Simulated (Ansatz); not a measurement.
Reactions of C₂H₇BBrNO (`CN(C)B(O)Br`).

Calculated with Ansatz (gas phase, PBE0-D4/def2-TZVP geometries, no zero-point term in ΔE). CBS: MP2 limit from def2 TZ/QZ plus the TZ coupled-cluster correction, frozen cores. This one scheme is used for every species, atoms too. DFT in def2-TZVPP. No spin–orbit coupling; open shells (•) take unrestricted orbitals. Spin–orbit coupling would lower the free atoms: a little for B, C, O; clearly for Br. Elements past krypton have def2 core potentials. For Br, Sn outer-core shells are correlated without core-valence functions, so the limit isn't a true one: a few kJ/mol of doubt a bond, and 10 to 20 or more in all where bonds break to atoms. Scalar relativity is left out up to krypton. Each species was taken in one conformer, which may not be the lowest.

| reaction | CCSD(T)/CBS(def2) (kJ/mol) |
| --- | --- |
| `CN(C)B(O)Br` → B• + Br• + 2 C• + 7 H• + N• + O• | ? |
| `CN(C)B(O)Br` + `C[CH2][Sn][OH]` → `CCB(O)Br` + `C[N](C)[Sn][OH]` | 37 |
| `CN(C)B(O)Br` + CH₃OH → `COB(O)Br` + `CNC` | -6 |
| `CN(C)B(O)Br` + HBr → `OB(Br)Br` + `CNC` | 56 |
| `CN(C)B(O)Br` + H₂O → `OB(O)Br` + `CNC` | 3 |

Question: Fill in the missing values. (Best estimate.)

Answer: Computed: `CN(C)B(O)Br` → B• + Br• + 2 C• + 7 H• + N• + O•: +5112.5 kJ/mol.

Largest T1 diagnostic: 0.017, for `C[N](C)[Sn][OH]`.
